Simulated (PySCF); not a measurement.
Mg(NH2)(SeH), SMILES [NH2][Mg][SeH] (H3MgNSe), CAM-B3LYP/def2-SVP optimised geometry.

```
6

Mg    -0.02    -0.73     0.00
N      1.86    -0.74     0.01
H      2.46    -0.74     0.83
H      2.46    -0.74    -0.81
Se    -2.44    -0.73     0.00
H     -2.46     0.74     0.00
```

Density from CAM-B3LYP/def2-TZVP (PySCF) at that geometry.

Minimum of the electron density along straight lines between bonded atoms, close to the bond critical point (lines longer than 1.1 times the sum of covalent radii, or with two minima, are not listed):

```tsv
bond	length / Å	ρ at the minimum / e bohr⁻³	∇²ρ there / e bohr⁻⁵	position (fraction from the first atom)
Mg1–N2	1.879	0.073	0.51	0.43
N2–H3	1.017	0.328	-1.49	0.73
N2–H4	1.017	0.328	-1.49	0.73
Mg1–Se5	2.421	___	___	0.38
Se5–H6	1.472	0.171	___	0.63
```

Problem. Some entries are withheld; supply them.

Solution. 
- Mg1–Se5, ρ at the minimum / e bohr⁻³: 0.045
- Mg1–Se5, ∇²ρ there / e bohr⁻⁵: 0.16
- Se5–H6, ∇²ρ there / e bohr⁻⁵: -0.28
